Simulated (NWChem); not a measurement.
System: C$_{2}$H$_{5}$N$_{3}$Si; SMILES N(/C#N)=C/[SiH2]N

Parts of the log:

```
             Northwest Computational Chemistry Package (NWChem) 7.3.0
             --------------------------------------------------------

 C1  symmetry detected

                             Geometry "geometry" -> ""
                             -------------------------

 Output coordinates in angstroms (scale by  1.889725989 to convert to a.u.)

  No.       Tag          Charge          X              Y              Z
 ---- ---------------- ---------- -------------- -------------- --------------
    1 N                    7.0000    -1.12716909    -2.24474065    -0.20413253
    2 C                    6.0000    -0.09631945    -1.72315967    -0.02258008
    3 N                    7.0000     1.14617427    -1.26077366     0.19185489
    4 C                    6.0000     1.40058094     0.00536065     0.13490007
    5 Si                  14.0000     0.17171976     1.44746620    -0.22041581
    6 N                    7.0000    -1.44502913     1.18823035     0.30865326
    7 H                    1.0000     2.45652429     0.24247358     0.31502123
    8 H                    1.0000     0.22335874     1.63805108    -1.69266820
    9 H                    1.0000     0.72657142     2.62517575     0.49195360
   10 H                    1.0000    -1.97641812     0.40564006    -0.05823843
   11 H                    1.0000    -1.67751424     1.35191452     1.28120386

 Effective nuclear repulsion energy (a.u.)     258.8043447382

  pbe96 is a nonlocal functional; adding pw91lda local functional.

                                 NWChem DFT Module
                                 -----------------

 Summary of "ao basis" -> "ao basis" (spherical)
 ------------------------------------------------------------------------------
       Tag                 Description            Shells   Functions and Types
 ---------------- ------------------------------  ------  ---------------------
 N                         def2-tzvp                11       31   5s3p2d1f
 C                         def2-tzvp                11       31   5s3p2d1f
 Si                        def2-tzvp                13       37   5s5p2d1f
 H                         def2-tzvp                 4        6   3s1p

            General Information
            -------------------
          SCF calculation type: DFT
          Wavefunction type:  closed shell.
          No. of atoms     :    11
          No. of electrons :    52
           Alpha electrons :    26
            Beta electrons :    26
          Charge           :     0
          Spin multiplicity:     1
          Use of symmetry is: off; symmetry adaption is: off
          Maximum number of iterations: 150
          AO basis - number of functions:   222
                     number of shells:    88
          Convergence on energy requested:  1.00D-06
          Convergence on density requested:  1.00D-05
          Convergence on gradient requested:  5.00D-04

              XC Information
              --------------
          PerdewBurkeErnzerhof Exchange Functional  1.000
            Perdew 1991 LDA Correlation Functional  1.000 local
           PerdewBurkeErnz. Correlation Functional  1.000 non-local

             Grid Information
             ----------------
          Grid used for XC integration:  medium
          Radial quadrature: Mura-Knowles
          Angular quadrature: Lebedev.
          Tag              B.-S. Rad. Rad. Pts. Rad. Cut. Ang. Pts.
          ---              ---------- --------- --------- ---------
          N                   0.65       49          13.0       434
          C                   0.70       49          12.0       434
          Si                  1.10       88          11.0       590
          H                   0.35       45          12.0       434
          Grid pruning is: on
          Number of quadrature shells:   558
          Spatial weights used:  Erf1

      Superposition of Atomic Density Guess
      -------------------------------------

 Sum of atomic energies:        -529.61176835

      Non-variational initial energy
      ------------------------------

 Total energy =    -532.418254
 1-e energy   =   -1239.283644
 2-e energy   =     448.061044
 HOMO         =      -0.278389
 LUMO         =      -0.083355

------------------------------------------------------------
EAF file 0: "./job.aoints.0" size=1091567616 bytes
------------------------------------------------------------
               write      read    awrite     aread      wait
               -----      ----    ------     -----      ----
     calls:     2082         0         0         0         0
   data(b): 1.09e+09  0.00e+00  0.00e+00  0.00e+00
   time(s): 0.00e+00  0.00e+00  0.00e+00  0.00e+00  0.00e+00
rate(mb/s): 0.00e+00  0.00e+00
------------------------------------------------------------

     ---------------------------------------------
      Total Density - Mulliken Population Analysis
     ---------------------------------------------

    Atom       Charge   Shell Charges
 -----------   ------   -------------------------------------------------------
    1 N    7     7.79   0.82  1.15  0.63  0.94  0.26  1.53  1.68  0.74  0.01  0.03  0.00
    2 C    6     5.34   0.86  1.12  0.60  0.37  0.05  1.01  0.95  0.27  0.03  0.07  0.02
    3 N    7     7.41   0.82  1.16  0.58  0.87  0.20  1.45  1.70  0.59  0.01  0.04  0.00
    4 C    6     5.85   0.86  1.12  0.56  0.67  0.12  1.02  1.11  0.29  0.02  0.06  0.01
    5 Si  14    13.39   2.00  0.59  1.39  0.85  0.43  4.11  1.73  0.51  1.13  0.37  0.13  0.12  0.03
    6 N    7     7.93   0.82  1.16  0.57  0.82  0.17  1.63  1.93  0.83  0.00  0.01  0.00
    7 H    1     0.86   0.24  0.46  0.14  0.02
    8 H    1     1.04   0.23  0.54  0.26  0.01
    9 H    1     1.04   0.23  0.54  0.26  0.01
   10 H    1     0.68   0.22  0.34  0.08  0.04
   11 H    1     0.67   0.22  0.34  0.08  0.04

   convergence    iter        energy       DeltaE   RMS-Dens  Diis-err
 ---------------- ----- ----------------- --------- --------- ---------
 d= 0,ls=0.0,diis     1   -532.4459757245 -7.91D+02  9.49D-03  1.83D+00
 d= 0,ls=0.0,diis     2   -531.3924844317  1.05D+00  8.32D-03  8.75D+00
 d= 0,ls=0.0,diis     3   -532.5154873494 -1.12D+00  2.56D-03  7.88D-01
 d= 0,ls=0.0,diis     4   -532.5879673569 -7.25D-02  1.35D-03  2.06D-01
 d= 0,ls=0.0,diis     5   -532.6027460378 -1.48D-02  6.06D-04  6.86D-02
  Resetting Diis
 d= 0,ls=0.0,diis     6   -532.6087075781 -5.96D-03  2.83D-04  1.12D-02
 d= 0,ls=0.0,diis     7   -532.6101781722 -1.47D-03  1.92D-04  6.80D-04
 d= 0,ls=0.0,diis     8   -532.6097603537  4.18D-04  1.42D-04  4.11D-03
 d= 0,ls=0.0,diis     9   -532.6102410207 -4.81D-04  3.71D-05  1.68D-04
 d= 0,ls=0.0,diis    10   -532.6102576054 -1.66D-05  1.01D-05  2.07D-05
 d= 0,ls=0.0,diis    11   -532.6102598950 -2.29D-06  3.27D-06  2.16D-06
 d= 0,ls=0.0,diis    12   -532.6102601309 -2.36D-07  8.76D-07  9.60D-08

         Total DFT energy =     -532.610260130942
      One electron energy =    -1243.594550455102
           Coulomb energy =      506.044199231147
    Exchange-Corr. energy =      -53.864253645228
 Nuclear repulsion energy =      258.804344738241

 Numeric. integr. density =       51.999949402707

                       DFT Final Molecular Orbital Analysis
                       ------------------------------------

 Vector   24  Occ=2.000000D+00  E=-2.855662D-01
              MO Center= -3.6D-02, -1.3D+00, -9.0D-02, r^2= 3.5D+00
   Bfn.  Coefficient  Atom+Function         Bfn.  Coefficient  Atom+Function
  ----- ------------  ---------------      ----- ------------  ---------------
     8      0.288016   1 N  pz               11      0.232490   1 N  pz
    39      0.202613   2 C  pz              101     -0.198268   4 C  pz
   104     -0.173152   4 C  pz               70     -0.171942   3 N  pz
    42      0.165669   2 C  pz               73     -0.149009   3 N  pz
    14      0.139474   1 N  pz              107     -0.109536   4 C  pz

 Vector   25  Occ=2.000000D+00  E=-2.665027D-01
              MO Center= -4.7D-01,  4.3D-02,  1.7D-01, r^2= 4.6D+00
   Bfn.  Coefficient  Atom+Function         Bfn.  Coefficient  Atom+Function
  ----- ------------  ---------------      ----- ------------  ---------------
   168      0.213625   6 N  py              171      0.184445   6 N  py
    68     -0.171894   3 N  px              174      0.164244   6 N  py
    69      0.151686   3 N  py               66     -0.146066   3 N  s
     7     -0.143694   1 N  py               71     -0.138918   3 N  px
   167     -0.139235   6 N  px              169     -0.136703   6 N  pz

 Vector   26  Occ=2.000000D+00  E=-2.285816D-01
              MO Center= -1.5D-01, -2.6D-02,  1.1D-01, r^2= 4.9D+00
   Bfn.  Coefficient  Atom+Function         Bfn.  Coefficient  Atom+Function
  ----- ------------  ---------------      ----- ------------  ---------------
   168      0.213528   6 N  py              171      0.183221   6 N  py
   174      0.180563   6 N  py                7      0.166957   1 N  py
    69     -0.154726   3 N  py               68      0.141646   3 N  px
    10      0.136170   1 N  py              167     -0.136453   6 N  px
    66      0.132481   3 N  s               100      0.129930   4 C  py

 Vector   27  Occ=0.000000D+00  E=-1.310622D-01
              MO Center=  8.2D-01, -4.7D-01,  5.1D-02, r^2= 3.4D+00
   Bfn.  Coefficient  Atom+Function         Bfn.  Coefficient  Atom+Function
  ----- ------------  ---------------      ----- ------------  ---------------
   107      0.313006   4 C  pz              101      0.310716   4 C  pz
   104      0.304100   4 C  pz               76     -0.250109   3 N  pz
    70     -0.247020   3 N  pz               73     -0.212701   3 N  pz
     8      0.181698   1 N  pz               14      0.166034   1 N  pz
   201      0.159667   8 H  s                11      0.154974   1 N  pz

[...]
```

Level: PBE/def2-TZVP. Coordinates come from a B3LYP/6-31G* (spherical d) optimisation.

**Question.** Write an input that gives this output.

**Answer.** Several could match; the one computed here: the input that was run:
```
start job
memory heap 200 mb stack 900 mb global 1100 mb
geometry units angstroms noautoz
  N     -0.922626    -2.288233    -0.533304
  C      0.048038    -1.711873    -0.227887
  N      1.231586    -1.181870     0.121233
  C      1.387337     0.099247     0.195688
  Si     0.074965     1.474420    -0.124619
  N     -1.548875     1.049062     0.253810
  H      2.405789     0.395129     0.476565
  H      0.213877     1.805366    -1.566040
  H      0.482815     2.617665     0.729184
  H     -1.989097     0.267484    -0.220291
  H     -1.861036     1.103444     1.216252
end
basis spherical
  * library def2-tzvp
end
dft
  xc xpbe96 cpbe96
  iterations 150
  semidirect filesize 400000000
  mulliken
end
task dft energy
```
